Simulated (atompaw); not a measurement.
**Bi: one change to a PAW (atompaw) potential, before and after**

| Quantity | Value |
| --- | --- |
| Element | Bi |
| Generator | atompaw 4.2.0.5 |
| Type | PAW |
| Functional | LDA (PW92) |
| Relativity | scalar-relativistic |
| Frozen core | [Kr] 4d10 4f14 5s2 |
| Valence charge | 21 |
| Reference configuration | 5p6 5d10 6s2 6p2 (charge +1) |
| Partial waves | 6s (bound): rc 2.25 bohr; 6s channel at 3.25 Ry: rc 2.25 bohr; 5p (bound): rc 1.60 bohr; 6p (bound): rc 2.25 bohr; 5d (bound): rc 2.25 bohr; 5d channel at 0.9 Ry: rc 2.25 bohr |
| Local potential | troulliermartins scheme with l = 3 at 0 Ry, radius 2.00 bohr |
| Core correction | smooth core density matched at 1.70 bohr |
| Augmentation charge | sinc compensation charge, radius 2.00 bohr; PAW radius 2.25 bohr; waves and projectors: custom rrkj vanderbiltortho |

All-electron outer shells of the reference configuration (LDA (PW92), scalar-relativistic, ld1.x):

```
shell  level (eV)  outermost node (bohr)  outermost maximum (bohr)
   4f     -161.16                      –                      0.34
   5p     -104.15                   0.48                      0.86
   5d      -35.34                   0.51                      1.03
   6s      -22.45                   0.98                      1.86
   6p      -11.71                   1.14                      2.35
```

Change: core [Xe] 4f14, valence charge 15; reference 5d10 6s2 6p1; waves now 6s (bound): rc 2.30 bohr; 6s channel at -1.85 Ry: rc 2.30 bohr; 6p (bound): rc 2.30 bohr; 6p channel at 2.4 Ry: rc 2.30 bohr; 5d (bound): rc 1.90 bohr; 5d channel at -2.9 Ry: rc 1.90 bohr; local potential troulliermartins scheme with l = 3 at 0 Ry, radius 1.65 bohr; core correction smooth core density matched at 1.50 bohr; augmentation sinc compensation charge, radius 2.30 bohr; PAW radius 2.30 bohr; waves and projectors: custom rrkj vanderbiltortho.

Cutoffs: the cutoffs (Ry, on a coarse ladder) from which the occupation-weighted sum of valence levels, in a spherical-Bessel basis at the reference potential, stays within 10 and 1 mRy of its value at 400 Ry; they do not see the model core or the augmentation charge, which bear on the density cutoff.

Question: What does the change do?

Answer: The potential gets softer (40 Ry and 60 Ry → 35 Ry and 55 Ry); the bound ghosts move from s to p, s. The shells moved into the core no longer need plane waves of their own. Several settings change at once here, so the effects cannot be laid on one of them.

| quantity | base | changed |
| --- | --- | --- |
| cutoff, loose | 40 Ry | 35 Ry |
| cutoff, tight | 60 Ry | 55 Ry |
| loose cutoff by channel (10 mRy a level) | s 6 Ry, p 30 Ry, d 18 Ry | s 6 Ry, p 6 Ry, d 30 Ry |
| bound ghosts | s | s, p |
| lowest overlap eigenvalue by channel | s 0.34, p 0.39, d 0.76 | s 0.12, p 0.48, d 0.99 |

 A true bound ghost makes a file unfit for plane-wave use even where its test errors are small: the radial tests pick states by their node count and pass the ghost by. The cutoffs see the waves, projectors and local potential, not the compensation charge or the core.
